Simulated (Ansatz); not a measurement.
Al9N9H26, a nanocrystal cut from wurtzite AlN (hydrogen-capped), relaxed as a singlet with RKS PBE-D4/def2-SVP in Ansatz, starting from the GFN2-xTB geometry. Force threshold 0.03 eV/Å.

Single mean-field runs in def2-SVP are fitted with def2-universal-jkfit.

Start:

Cartesian coordinates in Å:
```
N -1.9069 2.4996 0.1659
Al -0.4164 1.9782 1.2421
N -1.3867 0.9652 2.6595
Al 1.3983 1.6684 -0.9173
N 0.4657 0.6183 0.3529
Al 1.8975 0.1379 1.4191
Al -0.9012 -0.8673 2.7596
N 0.9946 -0.9262 2.8430
N 2.8327 -1.2703 0.5308
Al -3.1010 1.1750 -0.6030
Al -0.9834 0.9922 -2.8799
N 0.8960 0.8825 -2.5447
N -1.8887 0.0101 -1.4673
Al -0.5388 -0.7183 -0.4206
N -1.3849 -1.6358 1.0846
Al 1.4504 -0.9408 -2.6932
N 0.5635 -1.9396 -1.2805
Al 1.8798 -2.7871 -0.2204
H -2.3663 3.3691 0.4423
H -1.4243 2.7150 -0.7239
H 0.3300 3.0351 2.0616
H -1.2912 1.4798 3.5354
H -2.3799 1.0042 2.4097
H 0.8161 3.1492 -0.7087
H 2.9452 1.4569 -0.5471
H 2.6846 1.1655 2.2395
H -1.5577 -1.5813 3.9334
H 1.3911 -0.6467 3.7406
H 1.2779 -1.8997 2.6945
H 3.0194 -0.8205 -0.3821
H 3.7519 -1.4985 0.9130
H -4.0350 1.9053 -1.5973
H -3.7216 0.3414 0.6164
H -1.3100 2.5476 -2.7837
H -1.3620 0.2002 -4.1749
H 1.3306 1.3526 -3.3434
H -2.4137 -0.6804 -2.0146
H -2.3994 -1.5939 0.9595
H -1.1116 -2.6213 1.0585
H 3.0229 -0.8963 -2.4497
H 0.8877 -1.5852 -4.0034
H 0.0618 -2.6482 -1.8265
H 1.0949 -3.4892 0.9858
H 2.8880 -3.6028 -1.0654
```

(1) Estimate the energy that the relaxation releases and the steps that it takes.

(2) Does the start keep its bonding and symmetry?

(3) Predict the relaxed structure.

Answers

(1) 97.6 kJ/mol, in 6 steps; 25 s on 2 threads of AMD EPYC 7R13 on a shared host and a share (18 GiB) of an NVIDIA H100 80GB HBM3. No frequencies were taken in this run, so the end may be a saddle point.

(2) By distances, no bond broke or formed. The bond that changes most is Al7–H27, from 1.52 to 1.60 Å (atoms count from 1). Point group Cs at the start, Cs at the end, both within 0.05 Å.

(3) 
Cartesian coordinates in Å:
```
N -1.933 2.592 0.105
Al -0.471 2.041 1.264
N -1.477 0.962 2.615
Al 1.450 1.724 -1.024
N 0.528 0.699 0.377
Al 1.968 0.102 1.451
Al -0.913 -0.876 2.819
N 1.015 -1.020 2.806
N 2.933 -1.278 0.479
Al -3.129 1.166 -0.548
Al -1.033 1.074 -2.990
N 0.877 0.848 -2.644
N -1.853 0.062 -1.492
Al -0.498 -0.665 -0.401
N -1.374 -1.622 1.089
Al 1.551 -0.981 -2.791
N 0.609 -1.896 -1.303
Al 1.873 -2.813 -0.163
H -2.481 3.350 0.541
H -1.535 3.017 -0.759
H 0.252 3.197 2.094
H -1.535 1.463 3.514
H -2.458 0.896 2.263
H 0.855 3.224 -0.848
H 3.021 1.504 -0.683
H 2.853 1.129 2.293
H -1.582 -1.597 4.078
H 1.430 -0.896 3.742
H 1.201 -2.013 2.543
H 3.338 -0.860 -0.386
H 3.750 -1.604 1.018
H -4.330 1.723 -1.447
H -3.572 0.384 0.833
H -1.419 2.630 -2.708
H -1.491 0.398 -4.372
H 1.338 1.352 -3.425
H -2.381 -0.697 -1.956
H -2.399 -1.586 0.961
H -1.100 -2.619 1.060
H 3.119 -0.981 -2.360
H 1.124 -1.682 -4.171
H 0.032 -2.616 -1.771
H 1.082 -3.317 1.193
H 2.763 -3.920 -0.899
```
Bond lengths (bridged metal pairs left out): 23 × Al–N 1.88 to 2.00 Å; 13 × Al–H 1.60 to 1.65 Å; 13 × H–N 1.03 to 1.04 Å.
